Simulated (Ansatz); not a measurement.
Results of the Gaussian-basis code of Ansatz.

A structure relaxed at PBE0-D4/def2-TZVP, charge 0, multiplicity 1:

Cartesian coordinates in Å:
```
B -0.698 0.278 1.565
B 0.197 1.011 0.435
N 1.220 1.756 -0.101
S -1.270 0.298 -0.586
Si -0.316 -1.558 -1.086
H -1.572 0.875 2.127
H -0.497 -0.865 1.870
H 1.960 2.131 0.468
H 1.286 1.989 -1.078
H -0.080 -1.600 -2.552
H -1.210 -2.673 -0.692
H 0.980 -1.643 -0.370
```

Give its formula and SMILES.

B2H7NSSi, `BB(N)S[SiH3]`.

Summarise the bond lengths by kind.

1 × B–B 1.617 Å; 2 × B–H 1.198 to 1.200 Å; 1 × B–N 1.374 Å; 1 × B–S 1.925 Å; 2 × H–N 1.006 Å; 1 × S–Si 2.146 Å; 3 × H–Si 1.482 to 1.485 Å.
